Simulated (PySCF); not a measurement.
# Solvent effects on NMR parameters

Atoms are numbered as in `[CH3:1][C:2]#[C:3][c:4]1[nH:5][c:6]([CH3:7])[cH:8][n+:9]1[CH3:10]`. Hydrogens are named by the atom that carries them.

GIAO PBE0/pcSseg-1 in PySCF 2.14 on one PBE0-D3(BJ)/def2-SVP conformer, non-relativistic, equivalent nuclei averaged. Solvents enter as an IEF-PCM continuum (cyclohexane with ε = 2.0, acetonitrile with ε = 35.7) around the gas-phase geometry. Shifts are referred to TMS computed in the same medium.

In cyclohexane, δ in ppm: C6 137.7, C4 132.4, C8 126.9, C2 123.5, C3 64.4, C10 36.4, C7 11.8, C1 6.3, H(N5) 8.72, H(C8) 7.02, H(C10) 3.91, H(C1) 2.65, H(C7) 2.54. Dipole moment 0.45 D.

Task: How does each δ change in the more polar medium?

Result: 
```csv
atoms,environment,"Δδ, acetonitrile"
C6,substituted aromatic carbon next to a ring nitrogen,+0.6
C4,substituted aromatic carbon next to a ring nitrogen,+0.3
C8,aromatic CH next to a ring nitrogen,+1.3
C2,alkyne carbon,-2.8
C3,alkyne carbon,+1.7
C10,methyl carbon bonded to N,+0.6
C7,methyl carbon on an aromatic ring,+0.5
C1,propargylic methyl carbon,+0.1
H(N5),hydrogen on a pyrrole-type ring nitrogen,+0.47
H(C8),hydrogen on an aromatic CH next to a ring nitrogen,+0.14
H(C10),hydrogen on a methyl carbon bonded to N,0.00
H(C1),hydrogen on a propargylic methyl carbon,-0.05
H(C7),hydrogen on a methyl carbon on an aromatic ring,-0.05
```

Changes are relative to cyclohexane. The dipole moment becomes 0.82 D in acetonitrile.

Task: Which nuclei move most (in ppm), and what does the model miss?

Result: C2 (alkyne carbon, -2.8 ppm) in acetonitrile. A continuum only polarises the solute; specific hydrogen bonds, the anisotropy of aromatic solvents and changes of geometry or conformer are outside it, as are counter-ions.
